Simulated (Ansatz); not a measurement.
Ge(vinyl)3(nBu) (C10H18Ge). Total charge 0; singlet. Geometry PBE0-D4/def2-SVP.

```xyz
29

Ge   -0.0481    0.0430   -0.9912
C    -0.8083   -1.1099   -2.3618
C    -1.3078   -0.6478   -3.5121
H    -0.8172   -2.1934   -2.1832
H    -1.3238    0.4243   -3.7412
H    -1.7257   -1.3137   -4.2765
C    -0.5973    1.8792   -1.3330
C     0.2118    2.8022   -1.8620
H    -1.6286    2.1655   -1.0859
H     1.2493    2.5696   -2.1301
H    -0.1195    3.8301   -2.0513
C     1.8933   -0.0546   -1.0968
C     2.5425   -0.5830   -2.1382
H     2.4827    0.3555   -0.2660
H     2.0058   -1.0005   -2.9986
H     3.6374   -0.6220   -2.1841
C    -0.6643   -0.5089    0.7865
C    -0.0877    0.3335    1.9211
C    -0.6252   -0.0156    3.3083
C    -0.2853   -1.4213    3.7799
H    -1.7672   -0.4518    0.7871
H    -0.4095   -1.5745    0.9104
H     1.0136    0.2372    1.9307
H    -0.2888    1.4009    1.7227
H    -0.2295    0.7161    4.0337
H    -1.7217    0.1205    3.3124
H    -0.6543   -1.6018    4.8011
H    -0.7312   -2.1916    3.1315
H     0.8047   -1.5869    3.7869
```

The 6-31G sets use Cartesian d functions. B3LYP takes the VWN-RPA correlation.

(1) Estimate the orbital energies around the gap (eV) in Ansatz with HF/STO-3G, HF/def2-TZVP, PBE-D4/def2-TZVP, B3LYP-D4/6-31G, PBE0-D4/def2-SVP.

Results:

(1) 
```tsv
orbital	HF/STO-3G	HF/def2-TZVP	PBE-D4/def2-TZVP	B3LYP-D4/6-31G	PBE0-D4/def2-SVP
HOMO−5	-9.86	-11.42	-7.10	-7.96	-8.33
HOMO−4	-9.84	-11.40	-7.07	-7.93	-8.30
HOMO−3	-9.77	-11.11	-7.04	-7.84	-8.25
HOMO−2	-8.40	-10.12	-6.55	-7.23	-7.65
HOMO−1	-8.39	-10.10	-6.54	-7.21	-7.63
HOMO	-8.12	-9.82	-6.26	-6.92	-7.34
LUMO	8.33	3.40	-1.21	0.09	0.01
LUMO+1	8.44	3.60	-1.16	0.12	0.04
LUMO+2	8.48	3.69	-1.14	0.15	0.05
LUMO+3	12.66	3.86	0.43	2.25	1.86
LUMO+4	13.66	4.37	0.97	2.68	2.42
LUMO+5	13.82	4.44	1.00	2.77	2.45
```
